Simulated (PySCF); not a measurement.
Static response to an electric field

Trimethylsilane, C3H10Si.
Geometry (GFN2-xTB, Å), atoms numbered from 1 in this order:
```xyz
14
C3H10Si angstrom
C      0.1787    1.7173   -0.5116
Si    -0.1216    0.1246    0.4870
C     -1.5564   -0.8565   -0.2894
C      1.4556   -0.9411    0.4797
H     -0.7039    2.3500   -0.5187
H      0.4329    1.4999   -1.5456
H      0.9938    2.2981   -0.0902
H     -0.4650    0.4785    1.8775
H     -1.7517   -1.7713    0.2625
H     -1.3402   -1.1353   -1.3172
H     -2.4741   -0.2759   -0.2952
H      1.7454   -1.2209   -0.5295
H      2.2918   -0.4099    0.9244
H      1.3139   -1.8580    1.0441
```

Level: CAM-B3LYP/def2-SVPD (PySCF), static field, nuclei fixed, core orbitals frozen in the response. The polarisability tensor in these axes (au):

```
x   67.18  0.47  1.82
y    0.47 67.19 -1.86
z    1.82 -1.86 60.30
```

**Question.** Give the principal values, the mean and the anisotropy Δα = √{½[(α1 − α2)² + (α2 − α3)² + (α1 − α3)²]}.

**Answer.** Principal values 59.38, 67.63 and 67.66 au; mean 64.89 au = 9.62 Å³ = 10.70 × 10⁻⁴⁰ C²·m²/J; Δα = 8.27 au (13 % of the mean).

**Question.** What is the dipole moment, and where does it point?

**Answer.** (0.10, -0.10, -0.40) D, 0.42 D in size, pointing from the negative to the positive side. Measured along this direction, the outermost atoms are H8 at the negative end and H10, H6 and H12 at the positive end.

**Question.** What molar refraction does this α imply?

**Answer.** Lorentz–Lorenz: R = (4π/3)N_A α = 2.5225 cm³/(mol·Å³) × 9.62 Å³ = 24.3 cm³/mol, in the limit of long wavelengths.

**Question.** What would n − 1 = 2πNα be for an ideal gas of these molecules at 500 K and 1 atm, electronic part alone?

**Answer.** N = p/kT = 1.4678 × 10¹⁹ cm⁻³, so n − 1 = 2π × N × 9.62 × 10⁻²⁴ cm³ = 887 × 10⁻⁶ at long wavelengths, for an ideal gas.

**Question.** Find the Langevin capture rate constant for O2+ (31.990 u) meeting this molecule (74.055 u), k = 2.342 × 10⁻⁹ cm³/s × √(α in Å³ / reduced mass in u).

**Answer.** The reduced mass is 22.34 u, so k = 1.54 × 10⁻⁹ cm³/s. The formula leaves out the permanent dipole, which adds to the capture rate.

Geometry: GFN2-xTB; no solvent, vibrations or thermal averaging.

These values come from a run that also computed excited states. On x86-64 server, one thread, on a shared host, this took 12 s wall.
